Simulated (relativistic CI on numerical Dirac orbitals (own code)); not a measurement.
**Ta⁴⁺: resonant inelastic scattering at the N6,7 edge**

Computed with this model: Dirac-Coulomb-Breit CI, orbitals from a KLI potential per configuration, a model potential for QED, valence Slater integrals scaled by 0.8, Kramers-Heisenberg scattering through one core-hole configuration in a parametric crystal field; configurations [Xe] 4f14 5d → [Xe] 4f13 5d2; 80 K; core-hole width 0.3 eV; summed over polarisations. Incident energies are the highest absorption maxima for each field (at most a few, so the weaker spin-orbit partner edge can be absent), on the computed scale of the free ion. Intensities are in per cent of the strongest line above 0.02 eV; levels within 1 cm⁻¹ are merged; final levels count from the ground level, the first row holds all elastic scattering, lines under 0.4 are left out and each table stops after 24 rows. The scale of the Slater integrals is a model choice and moves the terms in proportion.

Field parameters in Wybourne normalisation: D3d B²₀ = −7Dσ, B⁴₀ = −14Dq − 21Dτ, B⁴₃ = −14√(10/7) Dq. The field is a parameter set, without covalency.

S is read from ⟨S²⟩ = S(S + 1).

D3d, 10Dq = 44000, Dσ = -1200, Dτ = 150 cm⁻¹:

```csv
Final level (eV),Degeneracy,Irrep,S,25.4 eV,30.9 eV,31.6 eV
0.000,2,Γ5+Γ6,0.50,310.3,317.6,158.8
0.204,2,Γ4,0.50,56.4,100.0,41.1
0.643,2,Γ4,0.50,27.9,16.2,20.1
5.849,2,Γ4,0.50,0.2,19.3,20.8
5.884,2,Γ5+Γ6,0.50,0.3,19.0,70.0
```

D3d, 10Dq = 44000, Dσ = -860, Dτ = 150 cm⁻¹:

```csv
Final level (eV),Degeneracy,Irrep,S,25.4 eV,30.9 eV,31.6 eV
0.000,2,Γ5+Γ6,0.50,258.8,287.9,154.6
0.144,2,Γ4,0.50,59.1,100.0,29.5
0.560,2,Γ4,0.50,27.4,8.7,27.2
5.798,2,Γ4,0.50,0.2,16.8,22.9
5.825,2,Γ5+Γ6,0.50,0.3,23.0,64.7
```

For the first field the strongest loss at the lowest incident energy is the level at 0.20 eV (S = 0.50, against 0.50 in the thermal ground state).
